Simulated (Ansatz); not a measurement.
The cluster Pd2O2. The state is a singlet with charge 0. Geometry r2SCAN-D4/def2-TZVPD, that of the charge -1 doublet.

Cartesian coordinates in Å:
```
Pd -1.021 -0.263 0.670
Pd 1.020 0.263 -0.670
O -0.471 1.437 -0.153
O 0.471 -1.437 0.153
```

In the def2 sets Pd takes a core potential; there is no spin–orbit coupling. A triplet lies near this restricted singlet, and broken spin symmetry wasn't tried. At PBE-D4/def2-TZVPD, r2SCAN-D4/def2-TZVPD an occupied level lies above an empty one. At PBE0-D4/def2-TZVPD a triplet of charge 0 lies 0.62 eV below the restricted singlet at the same geometry. The structure comes from a short search, and lower isomers may exist.

Estimate the orbital energies around the gap (eV) in Ansatz with PBE-D4/def2-TZVPD, r2SCAN-D4/def2-TZVPD, PBE0-D4/def2-TZVPD.


| orbital | PBE-D4/def2-TZVPD | r2SCAN-D4/def2-TZVPD | PBE0-D4/def2-TZVPD |
| --- | --- | --- | --- |
| HOMO−5 | -6.59 | -6.75 | -8.20 |
| HOMO−4 | -6.54 | -6.69 | -8.09 |
| HOMO−3 | -6.54 | -6.59 | -7.62 |
| HOMO−2 | -6.19 | -6.22 | -7.38 |
| HOMO−1 | -5.76 | -5.76 | -6.59 |
| HOMO | -5.29 | -5.37 | -6.56 |
| LUMO | -5.53 | -5.46 | -4.59 |
| LUMO+1 | -4.33 | -4.19 | -3.38 |
| LUMO+2 | -3.18 | -2.83 | -2.20 |
| LUMO+3 | -2.14 | -1.80 | -1.15 |
| LUMO+4 | -0.44 | -0.03 | 0.31 |
| LUMO+5 | 0.30 | 0.81 | 0.92 |
